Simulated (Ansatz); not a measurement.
Ansatz results at the PBE0-D4/def2-TZVP geometry: HOMO–LUMO gap (PBE0/def2-TZVPP) 7.22 eV; size of the dipole moment (ωB97M-V/def2-TZVPP) 1.87 D; size of the dipole moment (PBE/def2-TZVPP) 1.76 D.

Each molecule was computed in one conformer, which needn't be the lowest.

Question: Which molecule gave them?
A. `CB(O)S`
B. `[SiH3]OB(S)O[SiH3]`
C. `[SiH3]B([SiH3])[SiH3]`
D. `COB(OC)OC`

Answer: B. The others give `[SiH3]B([SiH3])[SiH3]`: 4.84, 0.13, 0.07; `CB(O)S`: 7.83, 0.34, 0.31; `COB(OC)OC`: 9.17, 0.00, 0.00.
